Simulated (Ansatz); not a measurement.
Sn3H4. Charge 0, multiplicity 1. Geometry PBE-D4/def2-SVP, basis def2-TZVP, Ansatz.

```
atom   x (Å)   y (Å)   z (Å)
 Sn1   0.252   1.934  -0.367
 Sn2   1.386  -0.430   1.354
 Sn3  -0.900  -0.826  -0.542
  H4   1.131  -1.593  -0.127
  H5  -1.502   1.256  -0.097
  H6  -0.386  -1.071   1.596
  H7   0.017   0.730  -1.817
```

```csv
run,HOMO (eV),LUMO (eV)
A,-5.08,-2.88
B,-5.25,-3.01
C,-7.50,-0.80
D,-5.80,-2.44
E,-5.25,-3.35
F,-4.83,-2.93
```

In the def2 sets Sn takes a core potential; there is no spin–orbit coupling. The structure comes from a short search, and lower isomers may exist.

Problem. The runs used B97M-V, BLYP, LDA (SPW92), PBE0, r2SCAN, ωB97M-V. Estimate which is which.

Solution. A B97M-V (0 % exact exchange); B r2SCAN (0 % exact exchange); C ωB97M-V (range-separated); D PBE0 (25 % exact exchange); E LDA (SPW92) (0 % exact exchange); F BLYP (0 % exact exchange). Exact exchange lowers occupied and raises empty levels; among semilocal functionals meta-GGAs tend to open the gap a little, and such runs are hard to tell apart. The gap grows from 1.90 eV (BLYP) to 6.71 eV (ωB97M-V).
